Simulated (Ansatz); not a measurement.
Caution, from a PySCF single point (PBE0-D3(BJ)/def2-TZVPD) at this geometry: the highest occupied level lies above zero, so the state may not be bound. This triplet is an excited state, 0.58 eV above the relaxed singlet at the level frozen-core CCSD(T)/aug-cc-pVDZ // PBE0-D3(BJ)/def2-TZVPD (Ansatz, a quantum-chemistry and plane-wave program).

Species: H5B2Si, SMILES `B[B-][SiH3]` (excited triplet) (charge -1, multiplicity 3).

Give a relaxed geometry from PBE0-D3(BJ)/def2-TZVPD (Ansatz).

One answer among several that fit: the end point of this relaxation, one of several conformers (outside a Z-matrix the atoms follow the SMILES, hydrogens last).
Z-matrix (Å, degrees):
```
B
B 1 1.6172
H 2 1.2184 1 123.96
H 2 1.2219 3 112.98 1 -179.99
Si 1 1.9509 2 152.27 3 -179.99
H 5 1.5095 1 113.72 2 -121.20
H 5 1.5095 6 103.17 1 123.64
H 5 1.5248 6 101.42 7 104.76
```
